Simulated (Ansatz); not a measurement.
```yaml
crystal:
  periodic: [false, false, false]
  atoms:
    - {symbol: C, position_ang: [-1.234253, 0.480799, -0.753178]}
    - {symbol: Si, position_ang: [0.114211, -0.642961, -0.154690]}
    - {symbol: N, position_ang: [0.760135, -0.310964, 1.405256]}
    - {symbol: P, position_ang: [2.165148, -0.067917, 0.318777]}
    - {symbol: H, position_ang: [-2.200484, 0.165865, -0.349558]}
    - {symbol: H, position_ang: [-1.037764, 1.504347, -0.430343]}
    - {symbol: H, position_ang: [-1.299092, 0.461057, -1.843559]}
    - {symbol: H, position_ang: [-0.096219, -2.061662, -0.537452]}
    - {symbol: H, position_ang: [0.889166, -0.924280, 2.194023]}
    - {symbol: H, position_ang: [2.022251, 1.344417, 0.153523]}
basis:
  gaussian: {orbitals: cc-pVTZ-PP, point_charges: [{charge: -1.00, position_ang: [5.923, 0.127, -1.000]}]}
hamiltonian: {xc: {name: wB97}}
output: {forces: true}
```

```sh
$ ansatz run in.yaml --threads 2 --pin off --events-out ev --progress --plain --max-ram 4352MiB
```

It prints (some lines left out):

```
Functional definition: wB97
Error: <dir> the basis set cc-pVTZ-PP has no functions for C
```

(1) Something in this input is off. What?

## Answers

(1) The basis set is misnamed or doesn't suit the job. The input was rejected before any iteration.
